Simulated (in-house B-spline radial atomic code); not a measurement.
# Ionising Lu+ with different functionals

Computed with a B-spline radial code for spherical atoms: four-component Dirac-Coulomb Hamiltonian, Fermi nucleus of rms radius 5.37 fm, spin-restricted, spherical fractional occupations for the functionals, and exact exchange of hybrids averaged over the configuration. The ionisation energy is the difference of two self-consistent energies, [Xe] 4f14 6s2 → [Xe] 4f14 6s1, without Breit or QED terms; ε is the level of the shell that loses the electron (mean over j).

| method | rung | ΔSCF (eV) | -ε(6s) (eV) |
| --- | --- | --- | --- |
| BHandHLYP | global hybrid | 13.76 | 12.22 |
| B97-1 | global hybrid | 14.00 | 11.49 |
| HSE06 | range-separated hybrid | 14.05 | 11.36 |
| LC-wPBE | range-separated hybrid | 13.79 | 13.71 |

Q: Among the functionals, which spreads more, the ΔSCF values or the orbital energies?

A: The orbital energies: ΔSCF values span about 0.29 eV and the orbital energies 2.35 eV; here energy differences depend much less on the functional than eigenvalues do.

Q: How do they compare with the NIST value?

A: NIST lists 14.13 eV ± 0.05 (semi-empirical, ground level to ground level). Errors run from -0.37 to -0.08 eV; HSE06 is closest (-0.08 eV), though others lie within the uncertainty of it, and part of that can be cancellation, since the calculations leave out Breit-QED terms, spin polarisation.
